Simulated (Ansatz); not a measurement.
Reactions of `[NH]=[Ta]([NH2])([OH])[F]`.

Calculated with Ansatz (gas phase, PBE0-D4/def2-TZVP geometries, no zero-point term in ΔE). CCSD(T)/CBS adds triple-zeta CCSD(T) − MP2 to the extrapolated MP2 energy (def2 sets, frozen cores). Elements past krypton have def2 core potentials. For Mo, Nb, Ta outer-core shells are correlated without core-valence functions, which leaves a few kJ/mol of doubt a bond. Each species was taken in one conformer, which may not be the lowest.

```csv
reaction,CCSD/CBS(def2) (kJ/mol)
`[NH]=[Ta]([NH2])([OH])[F]` + `CCB(F)S` → `[NH]=[Ta]([OH])([F])[F]` + `CCB(N)S`,-53
`[NH]=[Ta]([NH2])([OH])[F]` + `[CH3][Nb]([OH])([OH])=[S]` → `[NH]=[Ta]([NH2])([OH])[OH]` + `[CH3][Nb]([OH])([F])=[S]`,9
`[NH]=[Ta]([NH2])([OH])[F]` + `[CH3][Mo]([NH2])(=[O])=[S]` → `[NH]=[Ta]([NH2])([NH2])[OH]` + `[CH3][Mo](=[O])([F])=[S]`,53
`[NH]=[Ta]([NH2])([OH])[F]` + `[OH][Mo]([F])(=[S])([Cl])[Cl]` → `[NH]=[Ta]([NH2])([OH])[Cl]` + `[OH][Mo]([F])([F])(=[S])[Cl]`,-2
```

Problem. Give the CCSD(T)/CBS values in the same order. (Best estimate.)

Solution. Ansatz gave: -53, 9, 53, -1 kJ/mol.

Largest T1 diagnostic: 0.025, for `[CH3][Mo](=[O])([F])=[S]`, so its coupled-cluster energy is less sure.
